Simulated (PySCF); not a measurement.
PySCF job for C6H12, SMILES CC(C)C1CC1, TDA-PBE/def2-SVPD. Geometry: B3LYP-D3(BJ)/def2-SVP. One conformer was computed; it need not be the lowest.

```python
import numpy as np
from pyscf import gto, scf, dft, tdscf

mol = gto.M(
    atom='''
    C    -1.69574880   -1.13244045    0.15371935
    C    -0.91569715    0.16085624   -0.11420581
    C    -0.81326975    1.00567595    1.15879575
    C     0.42417561   -0.17067136   -0.76585251
    C     1.62705444    0.73405865   -0.72666545
    C     1.64137914   -0.57364749    0.02808547
    H    -1.81397940   -1.72793160   -0.76579053
    H    -1.16507685   -1.75924648    0.88978261
    H    -2.70158984   -0.92127505    0.55120932
    H    -1.48761057    0.75212174   -0.85421643
    H    -0.26555764    0.47535901    1.95512641
    H    -0.30856672    1.96723795    0.98044965
    H    -1.81821662    1.22915035    1.54980834
    H     0.29626555   -0.71759053   -1.70751401
    H     1.57085737    1.65511407   -0.14077518
    H     2.23587157    0.82181354   -1.63087876
    H     1.58848336   -0.52670639    1.11931229
    H     2.26175890   -1.39103582   -0.34977453
    ''',
    basis='def2-SVPD',
    charge=0,
    spin=0,
    max_memory=1600,
    verbose=4,
)
mf = dft.RKS(mol, xc='pbe').density_fit(auxbasis='def2-universal-jkfit')
mf.grids.level = 3
mf.conv_tol = 1e-9
mf.max_cycle = 100
mf.kernel()
mf.grids = dft.Grids(mol).set(level=1).build(with_non0tab=True)  # coarser grid for the response kernel
td = tdscf.TDA(mf)
td.singlet = True
td.nstates = 6
td.conv_tol = 1e-4
td.positive_eig_threshold = 1e-6
td.kernel(x0=td.get_init_guess(mf, 11))
td.analyze()
tt = tdscf.TDA(mf)
tt.singlet = False
tt.nstates = 2
tt.conv_tol = 1e-4
tt.positive_eig_threshold = 1e-6
tt.kernel(x0=tt.get_init_guess(mf, 7))
tt.analyze(verbose=3)
```

Log of the run:

```
PySCF version 2.14.0

[INPUT] verbose = 4
[INPUT] num. atoms = 18
[INPUT] num. electrons = 48
[INPUT] charge = 0
[INPUT] spin (= nelec alpha-beta = 2S) = 0
[INPUT] symmetry False subgroup None
[INPUT] Mole.unit = angstrom
[INPUT] Symbol           X                Y                Z      unit          X                Y                Z       unit  Magmom
[INPUT]  1 C     -1.695748800000  -1.132440450000   0.153719350000 AA   -3.204500808060  -2.140002302879   0.290487471546 Bohr   0.0
[INPUT]  2 C     -0.915697150000   0.160856240000  -0.114205810000 AA   -1.730416826545   0.303974239027  -0.215817702734 Bohr   0.0
[INPUT]  3 C     -0.813269750000   1.005675950000   1.158795750000 AA   -1.536857092893   1.900452115562   2.189806601810 Bohr   0.0
[INPUT]  4 C      0.424175610000  -0.170671360000  -0.765852510000 AA    0.801575731620  -0.322522127707  -1.447251495711 Bohr   0.0
[INPUT]  5 C      1.627054440000   0.734058650000  -0.726665450000 AA    3.074687281358   1.387169807868  -1.373198684684 Bohr   0.0
[INPUT]  6 C      1.641379140000  -0.573647490000   0.028085470000 AA    3.101757041174  -1.084036648144   0.053073846380 Bohr   0.0
[INPUT]  7 H     -1.813979400000  -1.727931600000  -0.765790530000 AA   -3.427924261603  -3.265317485982  -1.447134370486 Bohr   0.0
[INPUT]  8 H     -1.165076850000  -1.759246480000   0.889782610000 AA   -2.201676160571  -3.324494032805   1.681445443301 Bohr   0.0
[INPUT]  9 H     -2.701589840000  -0.921275050000   0.551209320000 AA   -5.105264898508  -1.740957529895   1.041634652108 Bohr   0.0
[INPUT] 10 H     -1.487610570000   0.752121740000  -0.854216430000 AA   -2.811176557308   1.421304100931  -1.614235103804 Bohr   0.0
[INPUT] 11 H     -0.265557640000   0.475359010000   1.955126410000 AA   -0.501831209886   0.898298339744   3.694653453804 Bohr   0.0
[INPUT] 12 H     -0.308566720000   1.967237950000   0.980449650000 AA   -0.583106591955   3.717540947351   1.852781317426 Bohr   0.0
[INPUT] 13 H     -1.818216620000   1.229150350000   1.549808340000 AA   -3.435931446932   2.322757527413   2.928713308167 Bohr   0.0
[INPUT] 14 H      0.296265550000  -0.717590530000  -1.707514010000 AA    0.559860749644  -1.356049571281  -3.226733832758 Bohr   0.0
[INPUT] 15 H      1.570857370000   1.655114070000  -0.140775180000 AA    2.968490210055   3.127712297214  -0.266026535336 Bohr   0.0
[INPUT] 16 H      2.235871570000   0.821813540000  -1.630878760000 AA    4.225184917001   1.553002516059  -3.081914198770 Bohr   0.0
[INPUT] 17 H      1.588483360000  -0.526706390000   1.119312290000 AA    3.001798503829  -0.995330825158   2.115193675960 Bohr   0.0
[INPUT] 18 H      2.261758900000  -1.391035820000  -0.349774530000 AA    4.274104880798  -2.628676729260  -0.660978067048 Bohr   0.0

nuclear repulsion = 247.744752815483
number of shells = 96
number of NR pGTOs = 300
number of NR cGTOs = 216
basis = def2-SVPD
ecp = {}


[settings echo left out]
init E= -235.484556561658
  HOMO = -0.336444186191659  LUMO = -0.025555482819029  gap/eV = 8.45971
cycle= 1 E= -235.243618038159  delta_E= 0.241  |g|= 0.578  |ddm|= 7.19
  HOMO = -0.142726156365166  LUMO = 0.0310982789621379  gap/eV = 4.73000
cycle= 2 E= -235.084826409894  delta_E= 0.159  |g|= 0.957  |ddm|=  2.3
  HOMO = -0.244478004309019  LUMO = 0.00550676385677429  gap/eV = 6.80243
cycle= 3 E= -235.342237208335  delta_E= -0.257  |g|= 0.0766  |ddm|= 1.57
  HOMO = -0.239836855287994  LUMO = 0.00539512521990915  gap/eV = 6.67310
cycle= 4 E= -235.34337100417  delta_E= -0.00113  |g|= 0.0372  |ddm|= 0.265
  HOMO = -0.242113113933745  LUMO = 0.00494456465008719  gap/eV = 6.72278
cycle= 5 E= -235.343690503465  delta_E= -0.000319  |g|= 0.00929  |ddm|= 0.071
  HOMO = -0.24182994304658  LUMO = 0.00493118404542869  gap/eV = 6.71471
cycle= 6 E= -235.343710242209  delta_E= -1.97e-05  |g|= 0.00274  |ddm|= 0.0272
  HOMO = -0.241817215200319  LUMO = 0.00491685575680201  gap/eV = 6.71398
cycle= 7 E= -235.343712273941  delta_E= -2.03e-06  |g|= 0.000582  |ddm|= 0.00707
  HOMO = -0.241844323989794  LUMO = 0.00491488887548241  gap/eV = 6.71466
cycle= 8 E= -235.343712356061  delta_E= -8.21e-08  |g|= 0.000149  |ddm|= 0.00147
  HOMO = -0.241843572401502  LUMO = 0.0049118897846947  gap/eV = 6.71456
cycle= 9 E= -235.343712362031  delta_E= -5.97e-09  |g|= 3.76e-05  |ddm|= 0.000409
  HOMO = -0.241846050960138  LUMO = 0.00491135100084961  gap/eV = 6.71461
cycle= 10 E= -235.343712362327  delta_E= -2.96e-10  |g|= 1.45e-05  |ddm|= 8.53e-05
  HOMO = -0.241845329704773  LUMO = 0.0049111742621557  gap/eV = 6.71459
Extra cycle  E= -235.343712362247  delta_E= 7.99e-11  |g|= 2.31e-05  |ddm|= 6.27e-05
converged SCF energy = -235.343712362247
tot grids = 60744
Overwritten attributes  positive_eig_threshold  of <class 'pyscf.tdscf.rks.TDA'>


******** <class 'pyscf.tdscf.rks.TDA'> for <class 'pyscf.df.df_jk.DFRKS'> ********
nstates = 6 singlet
deg_eia_thresh = 1.000e-03
wfnsym = None
conv_tol = 0.0001
eigh lindep = 1e-12
eigh level_shift = 0
eigh max_cycle = 100


Excitation energies (eV)
[6.75078473 7.03207971 7.18195869 7.30385676 7.40857976 7.46270914]

** Singlet excitation energies and oscillator strengths **
Excited State   1:      6.75078 eV    183.66 nm  f=0.0111
      24 -> 25       -0.70517
Excited State   2:      7.03208 eV    176.31 nm  f=0.0022
      23 -> 25       -0.70523
Excited State   3:      7.18196 eV    172.63 nm  f=0.0021
      24 -> 26        0.70534
Excited State   4:      7.30386 eV    169.75 nm  f=0.0351
      24 -> 27       -0.70385
Excited State   5:      7.40858 eV    167.35 nm  f=0.0091
      24 -> 28        0.70429
Excited State   6:      7.46271 eV    166.14 nm  f=0.0016
      23 -> 26        0.70475

** Transition electric dipole moments (AU) **
state          X           Y           Z        Dip. S.      Osc.
  1        -0.2543      0.0464     -0.0088      0.0669      0.0111
  2        -0.0002     -0.0933     -0.0618      0.0125      0.0022
  3         0.0656      0.0621      0.0624      0.0121      0.0021
  4         0.2864      0.3138     -0.1261      0.1964      0.0351
  5        -0.1782     -0.1152      0.0710      0.0501      0.0091
  6         0.0569      0.0439     -0.0610      0.0089      0.0016

** Transition velocity dipole moments (imaginary part, AU) **
state          X           Y           Z        Dip. S.      Osc.
  1        -0.0477     -0.0005      0.0014      0.0023      0.0061
  2        -0.0005     -0.0114     -0.0116      0.0003      0.0007
  3         0.0092      0.0171      0.0056      0.0004      0.0010
  4         0.0882      0.0638     -0.0206      0.0123      0.0305
  5        -0.0158     -0.0283      0.0200      0.0015      0.0036
  6         0.0215      0.0097     -0.0074      0.0006      0.0015

** Transition magnetic dipole moments (imaginary part, AU) **
state          X           Y           Z
  1        -0.0396     -0.0726      0.1296
  2         0.0697     -0.0051      0.0888
  3        -0.5285     -0.1722      0.0026
  4        -0.1103      0.3986      0.1059
  5         0.0783      0.1335      0.0303
  6         0.0040      0.1326     -0.1236


******** <class 'pyscf.tdscf.rks.TDA'> for <class 'pyscf.df.df_jk.DFRKS'> ********
nstates = 2 triplet
deg_eia_thresh = 1.000e-03
wfnsym = None
conv_tol = 0.0001
eigh lindep = 1e-12
eigh level_shift = 0
eigh max_cycle = 100


Excitation energies (eV)
[6.65084067 6.94087654]

** Triplet excitation energies and oscillator strengths **
Excited State   1:      6.65084 eV    186.42 nm  f=0.0000
Excited State   2:      6.94088 eV    178.63 nm  f=0.0000
```

Self-consistency was reached.
